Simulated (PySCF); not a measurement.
r2SCAN on K- (potassium, charge -1), [Ar] 4s2, closed-shell 1S. All numbers are calculated (PySCF 2.14, the spin-free X2C one-electron Hamiltonian (Gaussian nucleus), in x2c-TZVPPall with one added diffuse shell each of s, p, d type (7s5p4d, 42 functions)).

```
cycle= 1 E= -602.192434261484  delta_E= -0.00204  |g|= 0.012  |ddm|= 0.373
cycle= 2 E= -602.192596474907  delta_E= -0.000162  |g|= 0.00977  |ddm|= 0.126
cycle= 3 E= -602.192691225775  delta_E= -9.48e-05  |g|= 0.000478  |ddm|= 0.0438
cycle= 4 E= -602.192692001961  delta_E= -7.76e-07  |g|= 6.6e-05  |ddm|= 0.009
cycle= 5 E= -602.192692031367  delta_E= -2.94e-08  |g|= 1.72e-05  |ddm|= 0.00204
cycle= 6 E= -602.192692033777  delta_E= -2.41e-09  |g|= 2.04e-06  |ddm|= 0.00115
cycle= 7 E= -602.192692033798  delta_E= -2.08e-11  |g|= 6.01e-08  |ddm|= 8.44e-05
converged SCF energy = -602.192692033798  <S^2> = -1.0658141e-14  2S+1 = 1
```

Highest occupied orbital energy: 0.679 eV; ⟨L²⟩ = 0.00; populations by l: s 8.00, p 12.00, d 0.00.

Can this result be used?

With care. The run converged. At r2SCAN the highest occupied level has a positive energy, so only the finite basis holds that electron; in a semilocal or global hybrid functional this comes from self-interaction and does not mean that the real anion is unbound.
